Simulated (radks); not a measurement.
Question: Spherical quantum dot in the effective-mass picture: electrons in a well V = -V0 / (1 + exp((r - R)/a)) with V0 = 1.68, R = 10.4, a = 1, all in effective atomic units (hartree* = m*/eps^2 hartree, bohr* = eps/m* bohr), one dielectric constant everywhere. Method: non-relativistic Kohn-Sham, PBEsol, spin-polarised, spherical densities; computed with a radial shooting solver with Libxc functionals. Levels are named by radial order and angular momentum (1s, 1p, 1d, 2s, ...), and open shells are averaged over m. At N = 1 the configuration is 1s(up 1, down 0). Does electron 2 go into 1p up or 1s down?

Answer: Into 1s down. The total energies of the other choices lie higher by 0.0304 hartree* (1p up).
